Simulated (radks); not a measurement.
Numerical settings for the ytterbium ion Yb3+, [Xe] 4f13. Method: scalar-relativistic Kohn-Sham, SCAN, spin-polarised, spherical densities, finite nucleus; open shells are filled with parallel spins first (spin-orbit coupling, left out, can overturn this in heavy ions); meta-GGA in the generalised Kohn-Sham scheme; Fermi nuclear charge, rms radius 5.3108 fm; computed with a radial shooting solver on a logarithmic mesh with Libxc functionals. The defaults (mesh step 0.008 in ln r, mesh end at 40 bohr or more with all orbitals vanishing there, Anderson mixing 0.5 over 9 steps, residual threshold near 1e-9 with the energy settled to 1e-9 hartree or 1e-11 of itself, here a cap of 85 iterations) give E = -14058.591 hartree and 4f at -35.535 eV in 12 iterations. Times are rough (one thread of a shared host). Changes against that run (0 stands for a change within the tolerance of the run):

setting,iterations,converged,E (mhartree),e(4f) (meV),CPU (s)
mesh step in ln r 0.05,13,yes,+28.8,+39.2,0.07
mesh step in ln r 0.02,12,yes,-2.8,-1.9,0.14
mesh step in ln r 0.003,15,yes,-0.417,0,0.9
mesh end (bohr) 5,12,yes,+0.495,+19.1,0.28
mesh end (bohr) 1,11,level above zero,+1.83e+05,+2.93e+05,0.21
residual threshold 0.001,12,yes,0,0,0.3
residual threshold 1e-16,85,no,0,+0.00791,0.99
mixing 0.2,15,yes,0,-0.00691,0.36
"linear mixing, mixing 0.2",63,yes,+0.0011,+0.014,1.2
"linear mixing, mixing 1",51,no,diverged,-,2.6
mixing history 2,19,yes,0,+0.0416,0.43
iteration cap 8,8,no,-0.0551,+1.97,0.21

Settled on a wrong energy, with an occupied level pushed above zero by the early mesh end: mesh end (bohr) 1 (+183 hartree). Apart from these: settings that end as converged yet miss the energy by more than 1 mhartree: mesh step in ln r 0.05 (+0.0288 hartree); mesh step in ln r 0.02 (-0.0028 hartree). A mesh that ends early acts as a hard wall.
